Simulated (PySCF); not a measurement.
**Computed properties of In(F)2(SeH) (F₂HInSe), SMILES [F][In]([F])[SeH]**

In(F)2(SeH) (F2HInSe), SMILES [F][In]([F])[SeH]. Geometry: B3LYP-D3(BJ)/def2-SVP. The structure was generated by enumeration; whether it is a known compound was not checked. The def2 effective core potentials stand for the cores of In; spin–orbit coupling is left out. The values are those of a single conformer. All values are computed for the isolated molecule unless a solvent is named; none is compared with measurement here.

**Structure.** The optimised structure has Cs symmetry. All 9 harmonic modes at B3LYP-D3(BJ)/def2-SVP (PySCF) are real, so it is a minimum. With heavy atoms numbered as in [In:1]([F:2])([F:3])[SeH:4], the shortest bond between them is In1–F2 at 1.956 Å and the longest In1–Se4 at 2.500 Å.

**Vibrations.** The strongest infrared lines (harmonic, unscaled, degenerate partners summed) lie at 621 cm⁻¹ (59 km/mol, F 81 %, In 17 %), 604 cm⁻¹ (59 km/mol, F 89 %, In 10 %), 132 cm⁻¹ (30 km/mol, F 89 %). The softest mode is at 73 cm⁻¹ and the zero-point energy is 7.2 kcal/mol.

**Electronic structure.** HF/def2-TZVP (PySCF) places the frontier levels at -10.68 and 0.42 eV, a gap of 11.10 eV, and gives a dipole moment of 3.09 D and a mean polarisability of 52.3 bohr³. PBE/def2-TZVP (PySCF) at the same geometry gives -6.94 and -3.75 eV, so its gap is 7.91 eV narrower. An orbital gap is neither the optical nor the fundamental gap.

**Excitations.** TDDFT-PBE0/def2-SVPD (PySCF) has S1 at 3.78 eV (328 nm, f = 0.014, weak); the most intense of the 10 singlets computed lies at 6.82 eV (f = 0.35). T1 (TDA) is at 3.37 eV. TDDFT-PBE/def2-SVPD (PySCF) puts S1 at 3.30 eV. No vertical singlet excitation falls in the visible range (under 3.1 eV).
